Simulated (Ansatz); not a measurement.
`P[TeH]` + `O[SiH3]` → `O[SiH2][TeH]` + PH₃ at 400 K and 1 bar (formal exchange of groups at a Te–P bond).

Gas-phase electronic energies from Ansatz, PBE0-D4/def2-TZVP geometries. CCSD(T)/CBS is the MP2 limit (def2-TZVPP, def2-QZVPP) plus CCSD(T) − MP2 in def2-TZVPP, frozen cores. This one scheme is used for every species. def2 core potentials past Kr. For Te outer-core shells are correlated without core-valence functions, which leaves a few kJ/mol of doubt a bond. Each species was taken in one conformer, which may not be the lowest.

| species | CCSD(T)/CBS energy (Eh) | H − E (kJ/mol) | S (J/(mol·K)) |
| --- | --- | --- | --- |
| `P[TeH]` | -610.46278 | 84.0 | 308.8 |
| `O[SiH3]` | -366.69042 | 120.0 | 276.4 |
| `O[SiH2][TeH]` | -634.44375 | 127.3 | 355.3 |
| PH₃ | -342.72256 | 77.1 | 221.7 |

H − E and S are ideal-gas, rigid-rotor, harmonic terms from PBE0-D4/def2-TZVP, for one conformer and one mirror image of each species. 1 Eh = 2625.50 kJ/mol, R = 8.31446 J/(mol·K).

Task: By hand: ΔE, ΔH, ΔS and ΔG.

Result: ΔE = (-634.44375) + (-342.72256) − (-610.46278) − (-366.69042) = -0.01311 Eh = -34.4 kJ/mol. Δ(H − E) = 127.3 + 77.1 − 84.0 − 120.0 = 0.4, so ΔH = -34.0 kJ/mol. ΔS = 355.3 + 221.7 − 308.8 − 276.4 = -8.2 J/(mol·K). ΔG = -34.0 − 400 × (-8.2)/1000 = -30.7 kJ/mol.

Task: By hand: the equilibrium constant, and the temperature at which ΔG would vanish if ΔH and ΔS stayed fixed.

Result: log₁₀ K = −ΔG/(RT ln 10) = 4.0. ΔG = 0 at ΔH/ΔS = 4146 K, far beyond where these terms or the molecules hold.

The number of gas molecules stays the same, so ΔS is small and ΔH decides. A doubt of 5 kJ/mol in ΔE shifts log₁₀ K by 0.7 here. Other conformers and mirror images would add mixing entropy, several J/(mol·K) or more a flexible species. These are equilibria of isolated gas molecules and say nothing of rates. Largest T1 diagnostic: 0.013 (customary marks: 0.02 for closed shells, 0.045 for open ones).
